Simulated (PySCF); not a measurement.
Precursor series Cd OH-NH2. All species are isolated molecules in the gas phase. One relaxed conformer stands for each flexible species; it need not be the lowest.

The LUMO from two functionals at the same geometries (r2SCAN-D4/def2-SVP), both in PySCF: PBE-D3(BJ)/def2-TZVP and B3LYP-D3(BJ)/def2-TZVP. B3LYP has the VWN-RPA correlation part, as in Gaussian. 

```csv
species,PBE-D3(BJ)/def2-TZVP (eV),B3LYP-D3(BJ)/def2-TZVP (eV)
0 of 2 OH replaced by NH2 ([Cd(OH)2]),-2.34,-1.83
1 of 2 OH replaced by NH2 ([Cd(OH)(NH2)]),-1.87,-1.38
2 of 2 OH replaced by NH2 ([Cd(NH2)2]),-1.41,-0.94
```

Over these rows, drawn at random from the members with no instability flagged (it was tested for open shells, ions and some series alone), PBE minus B3LYP-D3(BJ): mean -0.49 eV, from -0.52 eV to -0.47 eV.
